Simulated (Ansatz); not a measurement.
`C1[SiH2][Se][SiH2]1` and `F[SiH]1C[SiH2][Se]1` differ in one atom or group.

Ansatz, PBE0-D4/def2-TZVP geometries, multiplicity 1. 

Scalar relativity is left out up to krypton. Spin–orbit coupling is left out; it splits and shifts lone-pair levels of the heavy atoms by tenths of an eV.

```csv
property,`C1[SiH2][Se][SiH2]1`
HOMO energy (ωB97M-V/def2-TZVPP) / eV,-9.02
size of the dipole moment (PBE/def2-TZVPP) / D,1.88
HOMO–LUMO gap (PBE0/def2-TZVPP) / eV,6.34
size of the dipole moment (B3LYP/def2-TZVPP) / D,1.96
HOMO–LUMO gap (PBE/def2-TZVPP) / eV,4.43
HOMO energy (PBE/def2-TZVPP) / eV,-5.82
```

(1) What does the change do to each property? (Estimate.)

## Answers

(1) Ansatz gave: 
```
                                        property  `F[SiH]1C[SiH2][Se]1`  shift
           HOMO energy (ωB97M-V/def2-TZVPP) / eV                  -9.37  -0.35
  size of the dipole moment (PBE/def2-TZVPP) / D                   2.11   0.23
            HOMO–LUMO gap (PBE0/def2-TZVPP) / eV                   6.80   0.46
size of the dipole moment (B3LYP/def2-TZVPP) / D                   2.23   0.27
             HOMO–LUMO gap (PBE/def2-TZVPP) / eV                   4.87   0.44
               HOMO energy (PBE/def2-TZVPP) / eV                  -6.16  -0.34
```

With PBE0 the HOMO falls by 0.35 eV and the LUMO rises by 0.11 eV, so the gap widens by about 0.46 eV. PBE moves the HOMO by -0.34 eV and ωB97M-V by -0.35 eV. Dipoles are sizes alone; their direction can turn.

Positive LUMOs are unbound, so they and the gaps depend on the basis.

B3LYP here is the variant with VWN-RPA as its local correlation; programs differ in this.
